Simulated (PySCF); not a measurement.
# As⁺ (arsenic, charge +1): M06-L calculation

Configuration: [Ar] 3d10 4s2 4p2, high-spin 3P determinant. All numbers are calculated (PySCF 2.14, the spin-free X2C one-electron Hamiltonian (Gaussian nucleus), in cc-pVTZ-DK (6s5p3d1f, 43 functions)).

* Total energy: -2260.269 hartree
* One-electron energy: -3133.850 hartree
* Hartree (Coulomb) energy: 957.624 hartree
* Exchange-correlation energy: -84.043 hartree
* ⟨S²⟩: 2.0033
* ⟨L²⟩: 2.009
* Sum of ⟨r⟩: 21.52 bohr
* Sum of ⟨r²⟩: 29.55 bohr²
* Traceless quadrupole moment −½Σ⟨3z² − r²⟩ along its main axis: 2.39 e·bohr²
* Langevin diamagnetic susceptibility: -23.4 ×10⁻⁶ cm³/mol
* Time after the integrals: 1.6 s of wall time on 1 thread of Neoverse-N1 (shared host)

```json
{"shell": "1s α", "electrons": "1", "mean orbital energy (hartree)": "-431.60245", "spread (hartree)": "0", "rms radius, mean of both spins (bohr)": "0.0524"}
{"shell": "1s β", "electrons": "1", "mean orbital energy (hartree)": "-431.59873", "spread (hartree)": "0", "rms radius, mean of both spins (bohr)": "0.0524"}
{"shell": "2s α", "electrons": "1", "mean orbital energy (hartree)": "-55.52366", "spread (hartree)": "0", "rms radius, mean of both spins (bohr)": "0.219"}
{"shell": "2s β", "electrons": "1", "mean orbital energy (hartree)": "-55.52282", "spread (hartree)": "0", "rms radius, mean of both spins (bohr)": "0.219"}
{"shell": "2p α", "electrons": "3", "mean orbital energy (hartree)": "-48.61475", "spread (hartree)": "0.00387", "rms radius, mean of both spins (bohr)": "0.196"}
{"shell": "2p β", "electrons": "3", "mean orbital energy (hartree)": "-48.61142", "spread (hartree)": "0.00662", "rms radius, mean of both spins (bohr)": "0.196"}
{"shell": "3s α", "electrons": "1", "mean orbital energy (hartree)": "-7.60373", "spread (hartree)": "0", "rms radius, mean of both spins (bohr)": "0.639"}
{"shell": "3s β", "electrons": "1", "mean orbital energy (hartree)": "-7.60025", "spread (hartree)": "0", "rms radius, mean of both spins (bohr)": "0.639"}
{"shell": "3p α", "electrons": "3", "mean orbital energy (hartree)": "-5.42782", "spread (hartree)": "0.01761", "rms radius, mean of both spins (bohr)": "0.667"}
{"shell": "3p β", "electrons": "3", "mean orbital energy (hartree)": "-5.42347", "spread (hartree)": "0.02104", "rms radius, mean of both spins (bohr)": "0.667"}
{"shell": "3d α", "electrons": "5", "mean orbital energy (hartree)": "-1.89030", "spread (hartree)": "0.01622", "rms radius, mean of both spins (bohr)": "0.757"}
{"shell": "3d β", "electrons": "5", "mean orbital energy (hartree)": "-1.88325", "spread (hartree)": "0.02241", "rms radius, mean of both spins (bohr)": "0.757"}
{"shell": "4s α", "electrons": "1", "mean orbital energy (hartree)": "-0.89073", "spread (hartree)": "0", "rms radius, mean of both spins (bohr)": "2.03"}
{"shell": "4s β", "electrons": "1", "mean orbital energy (hartree)": "-0.81182", "spread (hartree)": "0", "rms radius, mean of both spins (bohr)": "2.03"}
{"shell": "4p α", "electrons": "2", "mean orbital energy (hartree)": "-0.51646", "spread (hartree)": "0", "rms radius, mean of both spins (bohr)": "2.43"}
```

Densities and radii are taken from the X2C orbitals without a picture-change correction, which distorts them close to the nucleus.
